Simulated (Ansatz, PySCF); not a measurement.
PySCF was given this input:
```python
from pyscf import gto, scf, dft

mol = gto.Mole()
mol.atom = '''
    C    -0.67120000    1.11310000   -0.68100000
    C     0.74460000    1.25770000   -0.12960000
    C     1.45830000   -0.09140000   -0.13530000
    C     0.67120000   -1.11310000    0.68100000
    C    -0.74460000   -1.25770000    0.12960000
    C    -1.45830000    0.09140000    0.13530000
    H    -0.62190000    0.78380000   -1.72140000
    H    -1.18010000    2.07930000   -0.65940000
    H     1.30590000    1.97880000   -0.72800000
    H     0.69690000    1.63700000    0.89380000
    H     1.55240000   -0.44610000   -1.16420000
    H     2.46480000    0.01750000    0.27470000
    H     1.18010000   -2.07930000    0.65940000
    H     0.62190000   -0.78380000    1.72140000
    H    -1.30590000   -1.97880000    0.72800000
    H    -0.69690000   -1.63700000   -0.89380000
    H    -1.55240000    0.44610000    1.16420000
    H    -2.46480000   -0.01750000   -0.27470000
'''
mol.basis = 'sto-3g'
mol.spin = 2
mol.verbose = 4
mol.build()

mf = dft.UKS(mol)
mf.xc = 'b3lyp'
mf.grids.atom_grid = (99, 590)
mf.grids.prune = None
mf.kernel()
```

**Question.** Write the same job for Ansatz (a quantum-chemistry and plane-wave program).

**Answer.** This is not unique; one that fits is 
Ansatz 0.2 input:
```yaml
crystal:
  periodic: [false, false, false]
  atoms:
    - {symbol: C, position_ang: [-0.67120000, 1.11310000, -0.68100000]}
    - {symbol: C, position_ang: [0.74460000, 1.25770000, -0.12960000]}
    - {symbol: C, position_ang: [1.45830000, -0.09140000, -0.13530000]}
    - {symbol: C, position_ang: [0.67120000, -1.11310000, 0.68100000]}
    - {symbol: C, position_ang: [-0.74460000, -1.25770000, 0.12960000]}
    - {symbol: C, position_ang: [-1.45830000, 0.09140000, 0.13530000]}
    - {symbol: H, position_ang: [-0.62190000, 0.78380000, -1.72140000]}
    - {symbol: H, position_ang: [-1.18010000, 2.07930000, -0.65940000]}
    - {symbol: H, position_ang: [1.30590000, 1.97880000, -0.72800000]}
    - {symbol: H, position_ang: [0.69690000, 1.63700000, 0.89380000]}
    - {symbol: H, position_ang: [1.55240000, -0.44610000, -1.16420000]}
    - {symbol: H, position_ang: [2.46480000, 0.01750000, 0.27470000]}
    - {symbol: H, position_ang: [1.18010000, -2.07930000, 0.65940000]}
    - {symbol: H, position_ang: [0.62190000, -0.78380000, 1.72140000]}
    - {symbol: H, position_ang: [-1.30590000, -1.97880000, 0.72800000]}
    - {symbol: H, position_ang: [-0.69690000, -1.63700000, -0.89380000]}
    - {symbol: H, position_ang: [-1.55240000, 0.44610000, 1.16420000]}
    - {symbol: H, position_ang: [-2.46480000, -0.01750000, -0.27470000]}
basis:
  gaussian:
    orbitals: STO-3G
hamiltonian:
  xc: b3lyp
magnetization: {spin_polarized: true, initial_magnetization: 2}
accuracy: high
```

Both were run: PySCF gave -232.534079 Eh and Ansatz -232.534079 Eh, 0.000 mEh apart.
